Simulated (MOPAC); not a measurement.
MOPAC input (PM3):

```
PM3 1SCF GEO-OK AUX(PRECISION=9) THREADS=1
C3H2O

O     1.51950000 1   -0.19014600 1    0.06236800 1
C     0.32979900 1   -0.04127000 1    0.01353700 1
C    -1.00244100 1   -0.54943700 1   -0.04873700 1
C    -0.83702700 1    0.77962300 1   -0.02676500 1
H    -1.73981000 1   -1.33933800 1   -0.08892500 1
H    -1.35817500 1    1.72701100 1   -0.03823300 1
```

From the output:

```
                                                       MOPAC v23.2.5 Linux

          FINAL HEAT OF FORMATION =         39.23793 KCAL/MOL =     164.17149 KJ/MOL

          COSMO AREA              =         88.61 SQUARE ANGSTROMS
          COSMO VOLUME            =         71.04 CUBIC ANGSTROMS

          IONIZATION POTENTIAL    =         10.278130 EV
          HOMO LUMO ENERGIES (EV) =        -10.278 -0.112
          NO. OF FILLED LEVELS    =         10
          MOLECULAR WEIGHT        =         54.0482         POINT GROUP:  C2v

          MOLECULAR DIMENSIONS (Angstroms)

            Atom       Atom       Distance
            H     5    O     1     3.45928
            H     6    O     1     2.76497
            C     2    C     3     0.00000

          SCF CALCULATIONS        =          1

   ATOM   CHEMICAL          X               Y               Z
  NUMBER   SYMBOL      (ANGSTROMS)     (ANGSTROMS)     (ANGSTROMS)

     1       O          1.51950000  *  -0.19014600  *   0.06236800  *
     2       C          0.32979900  *  -0.04127000  *   0.01353700  *
     3       C         -1.00244100  *  -0.54943700  *  -0.04873700  *
     4       C         -0.83702700  *   0.77962300  *  -0.02676500  *
     5       H         -1.73981000  *  -1.33933800  *  -0.08892500  *
     6       H         -1.35817500  *   1.72701100  *  -0.03823300  *

                             CARTESIAN COORDINATES

   1    O        1.519500000    -0.190146000     0.062368000
   2    C        0.329799000    -0.041270000     0.013537000
   3    C       -1.002441000    -0.549437000    -0.048737000
   4    C       -0.837027000     0.779623000    -0.026765000
   5    H       -1.739810000    -1.339338000    -0.088925000
   6    H       -1.358175000     1.727011000    -0.038233000

           Empirical Formula: C3 H2 O  =     6 atoms

      MOLECULAR POINT GROUP   :   C2v

                  EIGENVALUES
 -38.83467 -34.91775 -20.93128 -20.30311 -17.71273 -15.38839 -15.37917 -14.20314
 -11.13173 -10.27813  -0.11169   1.26997   1.63162   2.32140   3.38292   3.50157
   4.65791   7.17571

              NET ATOMIC CHARGES AND DIPOLE CONTRIBUTIONS

  ATOM NO.   TYPE          CHARGE      No. of ELECS.   s-Pop       p-Pop
    1          O          -0.296023        6.2960     1.85795     4.43808
    2          C           0.347159        3.6528     1.14124     2.51160
    3          C          -0.185568        4.1856     1.25183     2.93373
    4          C          -0.185568        4.1856     1.25183     2.93373
    5          H           0.160000        0.8400     0.84000
    6          H           0.160000        0.8400     0.84000
 DIPOLE           X         Y         Z       TOTAL
 POINT-CHG.    -2.352     0.294    -0.097     2.372
 HYBRID        -0.842     0.105    -0.035     0.849
 SUM           -3.194     0.400    -0.131     3.221

          ATOMIC ORBITAL ELECTRON POPULATIONS

     Atom    s        px        py        pz
    1  O   1.85795   1.17454   1.81624   1.44730
    2  C   1.14124   0.85527   0.91350   0.74283
    3  C   1.25183   1.04073   0.98791   0.90510
    4  C   1.25183   1.05070   0.97789   0.90515
    5  H   0.84000
    6  H   0.84000

 **********************
 *                    *
 * JOB ENDED NORMALLY *
 *                    *
 **********************

 == MOPAC DONE ==
```

The geometry given is a B3LYP-D3(BJ)/def2-TZVP minimum.
